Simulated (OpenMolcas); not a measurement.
**Fe2+: ligand-field states by method**

Fe2+ with its 6 nearest fluoride ions at 2.169 Å, on the Na site of NaF (a = 4.634 Å, distance in the model lattice 2.317 Å). The rest of the host is ab initio model potentials to 7.6 Å, with orthogonalisation functions on the cations behind the ligands, and point charges beyond; the distance is set by hand and nothing relaxes, and no local charge compensation is placed. Ligand basis ANO-RCC-VDZP.

* Program: OpenMolcas
* Basis: ANO-RCC-VDZP [5s4p2d1f]
* Scalar Hamiltonian: DKH2, point nucleus
* Active space: 6 electrons in 5 orbitals (3d)
* State averaging: 2S+1 = 5 even, 5 roots; 2S+1 = 3 even, 45 roots; 2S+1 = 1 even, 50 roots
* Spin-orbit coupling: state interaction with AMFI integrals over the reference wave functions

I. CASSCF
II. SS-CASPT2, IPEA 0.25 Eh, imaginary shift 0.1 Eh (closed shells correlated: 3s 3p and the ligand valence shells)

Spin-free states (labels of O, the rotations of Oh) in cm-1, each column counted from its own energy of the first state listed:

```tsv
State	Degeneracy	I	II
5T2	3	0	0
5E	2	6699	8180
3T1	3	17998	15370
3T2	3	20717	17490
3T1	3	22958	20830
1A1	1	23434	19840
3E	2	25474	23370
3T2	3	25723	22260
3T1	3	26286	22690
1T1	3	27931	24620
3A2	1	29706	26320
3T2	3	29796	26440
3T1	3	30244	28870
3E	2	31310	29440
1T2	3	32166	28670
3A1	1	33819	32000
1E	2	34298	30700
1A1	1	35246	30810
3T1	3	35874	35610
1T2	3	36746	33250
```

From I to II, I's first state of the same spin (5E) moves from 6699 to 8180 cm-1, by about +1500 cm-1.

From I to II, I's first state of another spin (3T1) moves from 17998 to 15370 cm-1, by about -2600 cm-1.

χT at 300 K: I 4.12, II 4.09 cm3 K/mol.

Roots that are degenerate in the reference are averaged as groups; the widest CASPT2 spread within a group is 140 cm-1 (the 2-fold group of multiplicity 1 near 78300 cm-1 above the lowest state of its run, II). Shifts and gaps below about the spread of the groups concerned are not significant. Over all roots computed the reference weight is 0.72 to 0.74 in II; a low but even weight reflects the number of correlated electrons. An orbital triplet at a regular site is open to Jahn-Teller coupling, which can distort the site and quench the lowest spin-orbit gaps and is left out. Ligand-to-metal charge-transfer states are missing. Without dynamic correlation the repulsion within the d shell is too large (B by tens of per cent), so at a given field states of lower spin stand too high (holds for I). With no ligand orbital active B as a rule stays too high, so bands that hang on it stand too high and its fall with covalency is understated (holds for I). With metal d orbitals alone and no dynamic correlation 10Dq can be off by a tenth to a fifth, either way, in oxide and fluoride hosts (holds for I). A single d shell leaves out the double-shell effect, which counts most for late 3d ions, where the CASPT2 field can be off either way by tens of per cent (holds for II). These CASPT2 states fit no ligand-field parameters well, so their order and spin gaps are uncertain (holds for II). For late 3d ions with one d shell CASPT2 can put B and the spin-flip bands somewhat low as well as high (holds for II). With one d shell and no ligand orbital active, 10Dq can be off by tens of per cent for divalent 3d ions, low with halides held by bare charges and at times high in hosts (holds for II). Free-ion shares, where given, are those of the reference states; single-state CASPT2 does not remix them (holds for II). No measured value stands beside these numbers; the geometry was set by hand and not optimised.
